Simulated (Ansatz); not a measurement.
The same molecule with X = C, Si, Ge. Ansatz, PBE0-D4/def2-TZVP geometries, multiplicity 1. Each molecule was computed in one conformer, which needn't be the lowest.

Scalar relativity is left out up to krypton.

```tsv
X	molecule	mean X–B bond length / Å	mean X–H bond length / Å	HOMO energy (PBE0/def2-TZVPP) / eV	LUMO energy (PBE/def2-TZVPP) / eV	size of the dipole moment (PBE/def2-TZVPP) / D
Si	`OB(F)[SiH3]`	2.039	1.489	-8.59	-1.63	1.98
Ge	`O[B](F)[GeH3]`	2.083	1.538	-8.49	-1.44	1.89
```

**Question.** Give the row for X = C, `CB(O)F`. (Best estimate.)

**Answer.** The calculation gave: 
```csv
X,molecule,mean X–B bond length / Å,mean X–H bond length / Å,HOMO energy (PBE0/def2-TZVPP) / eV,LUMO energy (PBE/def2-TZVPP) / eV,size of the dipole moment (PBE/def2-TZVPP) / D
C,`CB(O)F`,1.558,1.093,-9.89,-0.05,0.45
```

From C to Ge the mean X–B bond length rises at each step, by 0.525 Å in all; the mean X–H bond length rises at each step, by 0.445 Å in all; the HOMO energy (PBE0/def2-TZVPP) rises at each step, by 1.40 eV in all; the LUMO energy (PBE/def2-TZVPP) isn't monotonic: highest at C, lowest at Si. Bonds lengthen as the atom grows down the group. Dipoles are sizes alone, and their direction can turn along the series.
